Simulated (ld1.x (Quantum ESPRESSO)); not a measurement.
**rhenium, TM: configuration errors across variants**

ld1.x (Quantum ESPRESSO) 7.5 input, shortened:

```
&input
   title='Re', zed=75., rel=2, dft='PBESOL', iswitch=3,
   config='[Xe] 4f14 5d4 6s0 6p0', rel_dist='average'
 /
 &inputp
   pseudotype=2, tm=.true., lloc=-2, rcloc=2.20,
   nlcc=.true., rcore=0.35
 /
4
5S  1  0   2.00   0.00  1.40  1.40  0.0
5P  2  1   6.00   0.00  1.55  1.55  0.0
5D  3  2   4.00   0.00  2.25  2.25  0.0
4F  4  3  14.00   0.00  0.60  0.60  0.0
 &test
   configts(1)='4f14 5s2 5p6 5d4 6s0 6p0'
 /
```

Open shells are filled in proportion to 2j + 1 (rel_dist='average').

All-electron excitation energies from the reference (eV): (1) 4f14 5s2 5p6 5d5 6s2 6p0 -52.795; (2) 4f14 5s2 5p6 5d5 6s1 6p0 -43.496; (3) 4f14 5s2 5p6 5d5 6s0 6p0 -27.149; (4) 4f13 5s2 5p6 5d5 6s2 6p0 -0.576; (5) 4f14 5s2 5p6 5d5 6s0 6p2 -42.930; (6) 4f13 5s2 5p6 5d6 6s1 6p0 -2.345; (7) 4f14 5s2 5p6 5d6 6s0 6p0 -43.358.

1 further variants failed, have other tests or too few solved ones, and are left out.

Errors AE − PS in meV (a dash: test not solved or not reliable):

```csv
change,(1),(2),(3),(4),(5),(6),(7),bound ghosts
base,-1102,-663,-11,-2572,-371,-2030,-37,not determined
wave 5d (bound): rc 2.25 bohr becomes 5d (bound): rc 1.46 bohr,-1102,-664,-12,-2567,-372,-2025,-39,not determined
wave 5d (bound): rc 2.25 bohr becomes 5d (bound): rc 1.64 bohr,-1102,-664,-12,-2561,-372,-2016,-39,not determined
wave 5d (bound): rc 2.25 bohr becomes 5d (bound): rc 2.48 bohr,-1105,-664,-8.5,-2615,–,-2090,-31,not determined
wave 5d (bound): rc 2.25 bohr becomes 5d (bound): rc 2.68 bohr,-1108,–,-3.0,-2668,-371,-2158,-20,not determined
wave 5d (bound): rc 2.25 bohr becomes 5d (bound): rc 2.86 bohr,-1116,-664,+6.8,-2738,-370,-2242,+2.8,not determined
wave 5d (bound): rc 2.25 bohr becomes 5d (bound): rc 3.08 bohr,-1130,-663,+23,-2827,-368,-2339,+42,not determined
wave 5d (bound): rc 2.25 bohr becomes 5d (bound): rc 3.34 bohr,-1151,-661,+49,-2929,-368,-2437,+106,not determined
```

Problem. Give the same row for: wave 5d (bound): rc 2.25 bohr becomes 5d (bound): rc 1.94 bohr.

Solution. -1101, -663, -12, -2550, -372, -1998, -39; bound ghosts: not determined.
